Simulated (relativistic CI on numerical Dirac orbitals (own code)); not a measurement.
Level scheme of Tl¹⁶⁺

Method of calculation: Dirac-Coulomb-Breit CI, KLI orbitals optimised for each configuration, a model potential for QED, unscaled Slater integrals (own radial code, finite nucleus).

Configuration list (outside the closed core [Kr] 4d10): 4f¹⁴5s²5p³, 4f¹⁴5s5p⁴, 4f¹⁴5s²5p²5d, 4f¹³5s²5p⁴, 4f¹⁴5s5p³5d, 4f¹⁴5s²5p²5f, 4f¹⁴5s²5p²5g, 4f¹⁴5s5p³5f, 4f¹⁴5s²5p²6s, 4f¹³5s²5p³5d, 4f¹⁴5p⁵, 4f¹³5p⁶, 4f¹⁴5s²5p5d², 4f¹⁴5s²5d³, 4f¹⁴5s5p5d³, 4f¹⁴5s²5d²5f, 4f¹⁴5s²5d²5g, 4f¹⁴5s²5p5f², 4f¹⁴5s²5d5f², 4f¹⁴5s5p5d5f², 4f¹⁴5s²5f³, 4f¹⁴5s²5f²5g. Double excitations out of closed p, d and f shells are left out; levels of such configurations are missing from the list, as are those of other unlisted configurations, and high levels can miss mixing partners. Some configurations lack a partner that the ground configuration has and come out too high, among them 4f¹³5s²5p³5d, 4f¹⁴5s5p³5f, 4f¹⁴5s²5p²6s.

The lowest level is 4f¹⁴5s²5p³ ²P°3/2, with 44 % of that term; Hund's rules for 4f¹⁴5s²5p³ give ⁴S° with J = 3/2, of which the calculation keeps J, while another term leads.

```csv
No.,Configuration,Term,J,E (cm⁻¹),%,jj configuration (%)
1,4f¹⁴5s²5p³,²P°,3/2,0,44,5p3/2 (98)
2,4f¹⁴5s²5p³,⁴S°,3/2,185103,52,5p1/2 5p3/2^2 (98)
3,4f¹⁴5s²5p³,²D°,5/2,206282,99,5p1/2 5p3/2^2 (99)
4,4f¹⁴5s²5p³,²P°,1/2,233149,98,5p1/2 5p3/2^2 (98)
5,4f¹⁴5s²5p³,²P°,3/2,422042,54,5p3/2^3 (98)
6,5s5p⁴(3P),⁴P,5/2,534605,68,5s 5p3/2^2 (85)
7,5p²(3P)5d,⁴F,3/2,549091,31,5p1/2^2 5d3/2 (83)
8,5s5p⁴(1S),²S,1/2,603273,49,5s 5p3/2^2 (87)
9,5s5p⁴(1D),²D,3/2,618372,27,5s 5p3/2^2 (66)
10,5p²(3P)5d,⁴F,5/2,623761,25,5p1/2^2 5d5/2 (83)
11,4f¹³5p⁴(3P),⁴G°,11/2,633256,75,4f7/2^7 5p3/2^2 (99)
12,4f¹³5p⁴(1D),²G°,9/2,634034,49,4f7/2^7 5p3/2^2 (100)
13,4f¹³5p⁴(3P),²D°,3/2,636672,65,4f7/2^7 5p3/2^2 (98)
14,4f¹³5p⁴(1D),²F°,7/2,636848,44,4f7/2^7 5p3/2^2 (96)
15,4f¹³5p⁴(3P),²D°,5/2,643406,46,4f7/2^7 5p3/2^2 (98)
16,4f¹³5p⁴(1D),²F°,5/2,668661,34,4f5/2^5 4f7/2^8 5p3/2^2 (100)
17,4f¹³5p⁴(3P),⁴D°,3/2,672509,53,4f5/2^5 4f7/2^8 5p3/2^2 (99)
18,4f¹³5p⁴(1S),²F°,7/2,672524,65,4f7/2^7 5p3/2^2 (76)
19,4f¹³5p⁴(3P),⁴D°,1/2,673002,78,4f5/2^5 4f7/2^8 5p3/2^2 (98)
20,4f¹³5p⁴(3P),²G°,9/2,676341,42,4f5/2^5 4f7/2^8 5p3/2^2 (99)
21,4f¹³5p⁴(3P),⁴F°,7/2,681068,38,4f5/2^5 4f7/2^8 5p3/2^2 (73)
22,4f¹³5p⁴(1S),²F°,5/2,714060,67,4f5/2^5 4f7/2^8 5p3/2^2 (98)
23,5s5p⁴(3P),⁴P,3/2,728939,41,5s 5p1/2 5p3/2^3 (61)
24,5p²(3P)5d,⁴F,5/2,740466,40,5p1/2 5p3/2 5d3/2 (86)
25,5p²(3P)5d,⁴D,1/2,741343,70,5p1/2 5p3/2 5d3/2 (91)
26,5p²(3P)5d,²P,3/2,742030,38,5p1/2 5p3/2 5d3/2 (68)
27,5p²(1D)5d,²G,7/2,761211,38,5p1/2 5p3/2 5d3/2 (87)
28,5s5p⁴(1D),²D,5/2,761346,38,5s 5p1/2 5p3/2^3 (50)
29,5p²(3P)5d,⁴D,7/2,777372,50,5p1/2 5p3/2 5d5/2 (97)
30,5p²(1D)5d,²G,9/2,797859,55,5p1/2 5p3/2 5d5/2 (98)
31,5s5p⁴(3P),²P,1/2,802789,26,5s 5p1/2 5p3/2^3 (40)
32,5p²(3P)5d,⁴P,5/2,810746,37,5p1/2 5p3/2 5d3/2 (46)
33,5p²(3P)5d,⁴D,3/2,816237,35,5p1/2 5p3/2 5d5/2 (48)
34,5p²(1D)5d,²D,3/2,821458,28,5p1/2 5p3/2 5d3/2 (74)
35,4f¹³5p⁴(3P),⁴D°,7/2,840458,52,4f7/2^7 5p1/2 5p3/2^3 (99)
36,5p²(1D)5d,²S,1/2,842240,36,5p1/2 5p3/2 5d3/2 (61)
37,5p²(3P)5d,⁴D,5/2,843897,38,5p1/2 5p3/2 5d5/2 (34)
38,4f¹³5p⁴(3P),⁴G°,9/2,845498,46,4f7/2^7 5p1/2 5p3/2^3 (99)
39,5p²(1D)5d,²F,7/2,849538,38,5p1/2 5p3/2 5d5/2 (81)
40,4f¹³5p⁴(3P),²D°,5/2,850462,45,4f7/2^7 5p1/2 5p3/2^3 (98)
41,4f¹³5p⁴(1D),²F°,7/2,858984,61,4f7/2^7 5p1/2 5p3/2^3 (96)
42,5p²(1D)5d,²P,3/2,859783,43,5p1/2 5p3/2 5d5/2 (64)
43,4f¹³5p⁴(1D),²G°,9/2,860121,71,4f7/2^7 5p1/2 5p3/2^3 (98)
44,4f¹³5p⁴(1D),²H°,11/2,869492,75,4f7/2^7 5p1/2 5p3/2^3 (99)
45,5p²(3P)5d,²D,5/2,870153,50,5p1/2 5p3/2 5d5/2 (75)
46,4f¹³5p⁴(3P),²F°,5/2,873551,42,4f7/2^7 5p1/2 5p3/2^3 (82)
47,4f¹³5p⁴(3P),⁴G°,5/2,874542,46,4f5/2^5 4f7/2^8 5p1/2 5p3/2^3 (82)
48,5p²(3P)5d,²D,3/2,880236,53,5p1/2 5p3/2 5d5/2 (45)
49,4f¹³5p⁴(3P),⁴G°,7/2,880340,49,4f5/2^5 4f7/2^8 5p1/2 5p3/2^3 (97)
50,4f¹³5p⁴(1D),²P°,3/2,882985,55,4f7/2^7 5p1/2 5p3/2^3 (88)
51,4f¹³5p⁴(3P),⁴F°,3/2,885286,66,4f5/2^5 4f7/2^8 5p1/2 5p3/2^3 (90)
52,4f¹³5p⁴(1D),²F°,5/2,899187,54,4f5/2^5 4f7/2^8 5p1/2 5p3/2^3 (98)
53,5p²(3P)5d,²P,1/2,900057,60,5p1/2 5p3/2 5d5/2 (61)
54,4f¹³5p⁴(3P),²F°,7/2,901152,39,4f5/2^5 4f7/2^8 5p1/2 5p3/2^3 (99)
55,4f¹³5p⁴(1D),²H°,9/2,905814,73,4f5/2^5 4f7/2^8 5p1/2 5p3/2^3 (97)
56,4f¹³5p⁴(1D),²D°,3/2,911172,60,4f5/2^5 4f7/2^8 5p1/2 5p3/2^3 (99)
57,4f¹³5p⁴(1D),²P°,1/2,920389,78,4f5/2^5 4f7/2^8 5p1/2 5p3/2^3 (98)
58,5p²(1D)5d,²S,1/2,981803,26,5p3/2^2 5d5/2 (52)
59,5p²(1D)5d,²F,7/2,994996,48,5p3/2^2 5d5/2 (97)
60,5p²(3P)5d,⁴F,9/2,999642,55,5p3/2^2 5d5/2 (98)
61,5p²(1D)5d,²P,1/2,1006959,46,5p3/2^2 5d3/2 (78)
62,5p²(1D)5d,²D,3/2,1010163,36,5p3/2^2 5d3/2 (87)
63,5p²(1D)5d,²D,5/2,1010965,32,5p3/2^2 5d3/2 (79)
64,5p²(3P)5d,²F,7/2,1024659,68,5p3/2^2 5d3/2 (88)
65,5p²(1S)5d,²D,3/2,1048873,58,5p3/2^2 5d3/2 (78)
66,5p²(1S)5d,²D,5/2,1054320,81,5p3/2^2 5d5/2 (98)
67,5s5p³(4S°)<5S°>5d,⁶D°,5/2,1074175,35,5s 5p3/2 5d3/2 (86)
68,5s5p³(4S°)<5S°>5d,⁶D°,1/2,1075563,50,5s 5p3/2 5d3/2 (87)
69,5s5p³(4S°)<5S°>5d,⁶D°,3/2,1076372,43,5s 5p3/2 5d3/2 (87)
70,5s5p³(4S°)<5S°>5d,⁶D°,7/2,1081212,37,5s 5p3/2 5d3/2 (67)
```

Energies count from the lowest computed level; ° marks odd parity. Percentages are summed over parent terms; the parents shown are those of the largest component, closed shells are left out there, and <> holds an intermediate term. Filled j subshells are mostly left out of the jj labels.

The mean weight of the leading LS term, summed over parents, in these 70 levels is 51 %, and that of the leading jj configuration (from the same eigenvectors) 84 %, so jj coupling describes them better and the LS labels are nominal.

At this charge transitions that keep the count of f electrons are usually good to a few per cent. Levels that differ in their count of f electrons can be misplaced by several ten thousand cm⁻¹, since the correlation energy of f electrons is missing or only estimated; rates across such gaps can be off by orders of magnitude.

LS names give the leading component of a level, which can be under half, so a name can repeat, a term be missing and a line seem to break the LS rules.
